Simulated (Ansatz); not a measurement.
One change: `CB[SiH3]` becomes `CB[SiH2][AlH2]`.

Ansatz, PBE0-D4/def2-TZVP geometries, multiplicity 1. Each molecule was computed in one conformer, which needn't be the lowest.

```
                                                                                  property  `CB[SiH3]`
                                                       HOMO–LUMO gap (PBE/def2-TZVPP) / eV        3.89
                                                   HOMO–LUMO gap (ωB97M-V/def2-TZVPP) / eV       10.22
ideal-gas entropy at 298 K and 1 bar (rigid rotor, harmonic PBE0-D4/def2-TZVP) / J/(mol·K)         316
                                                         LUMO energy (PBE/def2-TZVPP) / eV       -2.81
                                            zero-point energy (PBE0-D4/def2-TZVP) / kJ/mol       189.5
                                                     HOMO energy (ωB97M-V/def2-TZVPP) / eV      -10.08
```

(1) Give the same properties after the change, and the shifts. (Best estimate.)

## Answers

(1) Computed: 
| property | `CB[SiH2][AlH2]` | shift |
| --- | --- | --- |
| HOMO–LUMO gap (PBE/def2-TZVPP) / eV | 2.91 | -0.98 |
| HOMO–LUMO gap (ωB97M-V/def2-TZVPP) / eV | 8.36 | -1.86 |
| ideal-gas entropy at 298 K and 1 bar (rigid rotor, harmonic PBE0-D4/def2-TZVP) / J/(mol·K) | 380 | 64 |
| LUMO energy (PBE/def2-TZVPP) / eV | -3.21 | -0.40 |
| zero-point energy (PBE0-D4/def2-TZVP) / kJ/mol | 205.4 | 15.9 |
| HOMO energy (ωB97M-V/def2-TZVPP) / eV | -9.07 | 1.01 |

With PBE0 the HOMO rises by 0.80 eV and the LUMO falls by 0.60 eV, so the gap narrows by about 1.40 eV. PBE moves the HOMO by 0.57 eV and ωB97M-V by 1.01 eV. The zero-point energy changes by 15.9 kJ/mol with +6 modes. Modes under 60 cm⁻¹, often nearly free rotors, make the harmonic entropy too high.
